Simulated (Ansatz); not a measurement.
Level of theory: B3LYP-D3(BJ)/def2-TZVP in Ansatz (an electronic-structure program). No frequencies were computed at this level.

Ansatz 0.2 input:
```yaml
crystal:
  periodic: [false, false, false]
  atoms:
    - { symbol: B, position_ang: [0.463601, 1.475016, 0.229693] }
    - { symbol: C, position_ang: [0.043825, 0.15063, 0.023785] }
    - { symbol: N, position_ang: [0.898885, -0.921602, -0.382495] }
    - { symbol: N, position_ang: [-1.294258, -0.324586, 0.190106] }
    - { symbol: H, position_ang: [0.81145, 2.554835, 0.394169] }
    - { symbol: H, position_ang: [0.704478, -1.754792, 0.164038] }
    - { symbol: H, position_ang: [1.875807, -0.67344, -0.293721] }
    - { symbol: H, position_ang: [-1.546763, -0.943543, -0.573602] }
    - { symbol: H, position_ang: [-1.957026, 0.43748, 0.248028] }
basis:
  gaussian: { orbitals: def2-tzvp }
hamiltonian:
  xc: b3lyp
  dispersion: d3bj
relax:
  max_steps: 150
```

Output:

```
Functional definition: B3LYP
879 factors; their error is unknown
mean field evaluation 1: about -4762.4890 eV, gradient 7.5e1 eV
mean field evaluation 2: about -4698.7044 eV, gradient 1.5e2 eV
mean field evaluation 4: about -4774.1190 eV, gradient 6.9e0 eV
mean field evaluation 8: about -4774.2423 eV, gradient 2.1e-1 eV
mean field evaluation 16: about -4774.2326 eV, gradient 7.0e-3 eV
mean field -4774.23256705 eV, -175.4498107481 hartree, gradient 2.5e-5 eV, S^2 0.000000; 0 other end points of the search recorded, 0 dependent functions left out
reference -4774.23280561 eV, -175.4498195149 hartree; 15, 15 occupied and 139, 139 virtual orbitals, 879 factors
relax step   1: F+E_penalty+E_count = -4774.50018174 eV  Δ(F+E_penalty+E_count) = +0.000e0 eV  max|allowed force component| = 5.920e-1 eV/Å  Δτ_max = 0.0000 Å  (33 SCF iters, accepted)
these checks for a lower state are left out or cut short: starts, cluster_reference, orbital_swaps, neighbouring_geometries, increment
879 factors; their error is unknown
mean field -4774.30343989 eV, -175.4524152767 hartree, gradient 7.0e-6 eV, S^2 0.000000; 0 other end points of the search recorded, 0 dependent functions left out
reference -4774.30368054 eV, -175.4524241206 hartree; 15, 15 occupied and 139, 139 virtual orbitals, 879 factors
relax step   2: F+E_penalty+E_count = -4774.57070397 eV  Δ(F+E_penalty+E_count) = -7.052e-2 eV  max|allowed force component| = 3.955e-1 eV/Å  Δτ_max = 0.1424 Å  (35 SCF iters, accepted)
these checks for a lower state are left out or cut short: starts, cluster_reference, orbital_swaps, neighbouring_geometries, increment
879 factors; their error is unknown
mean field evaluation 32: about -4773.9949 eV, gradient 1.1e1 eV
mean field -4774.33250800 eV, -175.4534835103 hartree, gradient 1.7e-5 eV, S^2 0.000000; 0 other end points of the search recorded, 0 dependent functions left out
reference -4774.33275030 eV, -175.4534924146 hartree; 15, 15 occupied and 139, 139 virtual orbitals, 879 factors
relax step   3: F+E_penalty+E_count = -4774.59926117 eV  Δ(F+E_penalty+E_count) = -2.856e-2 eV  max|allowed force component| = 6.292e-1 eV/Å  Δτ_max = 0.1960 Å  (34 SCF iters, accepted)
these checks for a lower state are left out or cut short: starts, cluster_reference, orbital_swaps, neighbouring_geometries, increment
879 factors; their error is unknown
mean field -4774.31531361 eV, -175.4528516279 hartree, gradient 1.6e-5 eV, S^2 0.000000; 0 other end points of the search recorded, 0 dependent functions left out
reference -4774.31555888 eV, -175.4528606414 hartree; 15, 15 occupied and 139, 139 virtual orbitals, 879 factors
relax step   4: F+E_penalty+E_count = -4774.58251138 eV  Δ(F+E_penalty+E_count) = +1.675e-2 eV  max|allowed force component| = 1.501e0 eV/Å  Δτ_max = 0.0753 Å  (36 SCF iters, rejected (line search))
these checks for a lower state are left out or cut short: starts, cluster_reference, orbital_swaps, neighbouring_geometries, increment
879 factors; their error is unknown
mean field -4774.36151369 eV, -175.4545494498 hartree, gradient 2.2e-5 eV, S^2 0.000000; 0 other end points of the search recorded, 0 dependent functions left out
reference -4774.36175620 eV, -175.4545583616 hartree; 15, 15 occupied and 139, 139 virtual orbitals, 879 factors
relax step   5: F+E_penalty+E_count = -4774.62784013 eV  Δ(F+E_penalty+E_count) = -2.858e-2 eV  max|allowed force component| = 1.152e-1 eV/Å  Δτ_max = 0.0363 Å  (35 SCF iters, accepted)
these checks for a lower state are left out or cut short: starts, cluster_reference, orbital_swaps, neighbouring_geometries, increment
879 factors; their error is unknown
mean field -4774.36009677 eV, -175.4544973787 hartree, gradient 1.6e-5 eV, S^2 0.000000; 0 other end points of the search recorded, 0 dependent functions left out
reference -4774.36033975 eV, -175.4545063080 hartree; 15, 15 occupied and 139, 139 virtual orbitals, 879 factors
relax step   6: F+E_penalty+E_count = -4774.62662020 eV  Δ(F+E_penalty+E_count) = +1.220e-3 eV  max|allowed force component| = 1.766e-1 eV/Å  Δτ_max = 0.0448 Å  (35 SCF iters, rejected (line search))
these checks for a lower state are left out or cut short: starts, cluster_reference, orbital_swaps, neighbouring_geometries, increment
879 factors; their error is unknown
mean field evaluation 64: about -4774.3646 eV, gradient 1.4e0 eV
mean field -4774.36238863 eV, -175.4545816033 hartree, gradient 2.2e-5 eV, S^2 0.000000; 0 other end points of the search recorded, 0 dependent functions left out
reference -4774.36263131 eV, -175.4545905215 hartree; 15, 15 occupied and 139, 139 virtual orbitals, 879 factors
relax step   7: F+E_penalty+E_count = -4774.62881624 eV  Δ(F+E_penalty+E_count) = -9.761e-4 eV  max|allowed force component| = 3.164e-2 eV/Å  Δτ_max = 0.0224 Å  (35 SCF iters, accepted)
these checks for a lower state are left out or cut short: starts, cluster_reference, orbital_swaps, neighbouring_geometries, increment
879 factors; their error is unknown
mean field -4774.36249050 eV, -175.4545853468 hartree, gradient 1.2e-5 eV, S^2 0.000000; 0 other end points of the search recorded, 0 dependent functions left out
reference -4774.36273314 eV, -175.4545942635 hartree; 15, 15 occupied and 139, 139 virtual orbitals, 879 factors
relax step   8: F+E_penalty+E_count = -4774.62888118 eV  Δ(F+E_penalty+E_count) = -6.495e-5 eV  max|allowed force component| = 3.768e-3 eV/Å  Δτ_max = 0.0057 Å  (36 SCF iters, accepted)
879 factors; their error is unknown
mean field evaluation 96: about -4774.3625 eV, gradient 1.0e-2 eV
mean field -4774.36249050 eV, -175.4545853468 hartree, gradient 1.1e-5 eV, S^2 0.000000; 1 other end points of the search recorded, 0 dependent functions left out
reference -4774.36273314 eV, -175.4545942635 hartree; 15, 15 occupied and 139, 139 virtual orbitals, 879 factors
Total energy: -4774.62912382 eV, -175.4643839405 hartree
Atom 0 at     0.446276     1.423591     0.218646 Å, force     0.000696     0.003126     0.000712 eV/Å
Atom 1 at     0.031357     0.099676     0.015189 Å, force    -0.001082    -0.003768    -0.000537 eV/Å
Atom 2 at     0.904465    -0.982533    -0.267046 Å, force     0.001919     0.002355    -0.000690 eV/Å
Atom 3 at    -1.317864    -0.336795     0.064024 Å, force     0.000074     0.002708     0.001423 eV/Å
Atom 4 at     0.792334     2.527458     0.388132 Å, force    -0.000970    -0.002193    -0.000291 eV/Å
Atom 5 at     0.900759    -1.686113     0.464978 Å, force    -0.000055     0.000269     0.000138 eV/Å
Atom 6 at     1.847042    -0.702666    -0.497923 Å, force     0.001347    -0.002362    -0.000638 eV/Å
Atom 7 at    -1.645863    -0.687581    -0.830546 Å, force     0.000736    -0.000001     0.000035 eV/Å
Atom 8 at    -1.958508     0.344963     0.444546 Å, force    -0.002663    -0.000133    -0.000154 eV/Å
Dipole moment:     0.015806     0.051157     0.008161 e Å
```

Cost: around 40 core-seconds (rough).
